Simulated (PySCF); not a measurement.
## Electronic structure of Tc²⁺ (technetium, charge +2) at the LC-wPBE level

Configuration: [Kr] 4d4 5p1, one real determinant (an excited configuration). Calculation: PySCF 2.14, in x2c-TZVPPall with one added diffuse shell each of s, p, d, f type (9s7p7d3f1g, 95 functions); scalar relativity by spin-free X2C-1e.

```json
{"Total energy": "-4283.64 hartree", "One-electron energy": "-5870.66 hartree", "Hartree (Coulomb) energy": "1715.62 hartree", "Exchange-correlation energy": "-128.60 hartree", "⟨S²⟩": "8.7509", "⟨L²⟩": "8.007", "Sum of ⟨r⟩": "26.88 bohr", "Sum of ⟨r²⟩": "38.16 bohr²", "Traceless quadrupole moment −½Σ⟨3z² − r²⟩ along its main axis": "-4.02 e·bohr²", "Langevin diamagnetic susceptibility": "-30.2 ×10⁻⁶ cm³/mol", "Time after the integrals": "roughly 12 core-seconds"}
```

| shell | electrons | mean orbital energy (hartree) | spread (hartree) | rms radius, mean of both spins (bohr) |
| --- | --- | --- | --- | --- |
| 1s α | 1 | -766.76138 | 0 | 0.0394 |
| 1s β | 1 | -766.76114 | 0 | 0.0394 |
| 2s α | 1 | -110.28964 | 0 | 0.162 |
| 2s β | 1 | -110.26862 | 0 | 0.162 |
| 2p α | 3 | -98.83142 | 0.00505 | 0.144 |
| 2p β | 3 | -98.81552 | 0.00780 | 0.144 |
| 3s α | 1 | -20.06517 | 0 | 0.444 |
| 3s β | 1 | -20.05419 | 0 | 0.444 |
| 3p α | 3 | -16.30103 | 0.01241 | 0.449 |
| 3p β | 3 | -16.28836 | 0.01428 | 0.449 |
| 3d α | 5 | -10.19610 | 0.01070 | 0.437 |
| 3d β | 5 | -10.17632 | 0.01878 | 0.437 |
| 4s α | 1 | -3.75121 | 0 | 1.12 |
| 4s β | 1 | -3.64166 | 0 | 1.12 |
| 4p α | 3 | -2.70782 | 0.00059 | 1.24 |
| 4p β | 3 | -2.56842 | 0.03370 | 1.24 |
| 4d α | 4 | -1.20297 | 0.01324 | 1.66 |
| 5p α | 1 | -0.67471 | 0 | 3.41 |

⟨L²⟩ = 8.01 against 12 for a pure F term, so this real determinant mixes terms.

Densities and radii are taken from the X2C orbitals without a picture-change correction, which distorts them close to the nucleus.
